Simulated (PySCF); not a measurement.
System (SMILES): [BH] (BH) (closed-shell singlet).
Geometry (B3LYP-D3(BJ)/def2-TZVP, fixed):
```
B
H 1 1.2331
```

Basis-set convergence of the lowest singlet excitation energy at PBE0 with PySCF. Tamm-Dancoff approximation; the state is taken by its order, and sets in which it differs in degeneracy or brightness are left out, yet its character can still change. All functions are spherical. Density fitting with generated auxiliary sets. No added dispersion term, no relativity. Reference: the value in d-aug-cc-pVTZ, 2.845 eV.

| basis | functions | lowest singlet excitation energy (eV) |
|---|---|---|
| cc-pVDZ | 19 | … |
| def2-SVP | 19 | … |
| 6-311G** | 24 | … |
| aug-cc-pVDZ | 32 | … |
| pcseg-2 | 44 | 2.878 |
| def2-TZVPPD | 54 | 2.849 |
| pcseg-3 | 93 | 2.849 |
| def2-QZVPPD | 96 | 2.848 |
| cc-pV5Z | 146 | 2.849 |

### Question
What belongs in the gaps?

### Answer

- cc-pVDZ, lowest singlet excitation energy (eV): 2.901
- def2-SVP, lowest singlet excitation energy (eV): 2.895
- 6-311G**, lowest singlet excitation energy (eV): 2.917
- aug-cc-pVDZ, lowest singlet excitation energy (eV): 2.842
